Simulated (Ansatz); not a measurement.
Geometry optimisation, RKS PBE/def2-SVP (Ansatz).

Input file:

```yaml
crystal:
  periodic: [false, false, false]
  atoms:
    - { symbol: Si, position_ang: [-1.5344, -0.2217, 0.6307] }
    - { symbol: C, position_ang: [0.2102, -0.3356, 0.8209] }
    - { symbol: C, position_ang: [0.9944, -0.0337, -0.1604] }
    - { symbol: C, position_ang: [1.9293, 0.2664, -1.1077] }
    - { symbol: I, position_ang: [1.2504, 1.4345, -2.6492] }
    - { symbol: H, position_ang: [-2.2604, -0.6596, 1.8408] }
    - { symbol: H, position_ang: [-2.0315, -0.9801, -0.5303] }
    - { symbol: H, position_ang: [-1.9334, 1.259, 0.4138] }
    - { symbol: H, position_ang: [0.5868, -0.6565, 1.8223] }
    - { symbol: H, position_ang: [2.8717, -0.1238, -1.078] }
basis:
  gaussian: { orbitals: def2-SVP }
hamiltonian:
  xc: pbe
relax:
  f_tol: 0.02
  max_steps: 50
```

Command:

```bash
$ ansatz run input.yaml --threads 2 --pin off --max-ram 3072MiB --backend cpu --events-out ev --progress --plain --runs-dir out
```

Where does it end, and by what steps?

The forces met the threshold. After 18 steps the energy has fallen by 1.960 eV; H9 moved furthest, 1.13 Å.

```
step  energy less start (eV)  largest force component (eV/Å)  accepted
   0                  0.0000                           4.477       yes
   1                 -0.8610                           1.568       yes
   2                 -1.3247                           0.747       yes
   3                 -1.6075                           0.440       yes
   4                 -1.7852                           0.315       yes
   5                 -1.8842                           0.258       yes
   6                 -1.9399                           0.109       yes
   7                 -1.9509                           0.220       yes
   8                 -1.9437                           0.350        no
   9                 -1.9552                           0.099       yes
  10                 -1.9579                           0.056       yes
  11                 -1.9584                           0.076       yes
  12                 -1.9590                           0.044       yes
  13                 -1.9598                           0.035       yes
  14                 -1.9600                           0.045       yes
  15                 -1.9601                           0.059       yes
  16                 -1.9603                           0.033       yes
  17                 -1.9603                           0.025       yes
  18                 -1.9604                           0.009       yes
```

```xyz
10
Properties=species:S:1:pos:R:3
Si -1.656 -0.306 0.673
C 0.168 0.147 0.849
C 1.023 0.090 -0.156
C 1.842 0.022 -1.179
I 2.176 1.668 -2.488
H -1.994 -1.431 1.615
H -1.934 -0.723 -0.742
H -2.512 0.877 1.040
H 0.540 0.476 1.840
H 2.428 -0.870 -1.448
```

The run took 71 s on 2 threads of Arm Neoverse N1, on a shared host, peak memory 0.15 GiB.
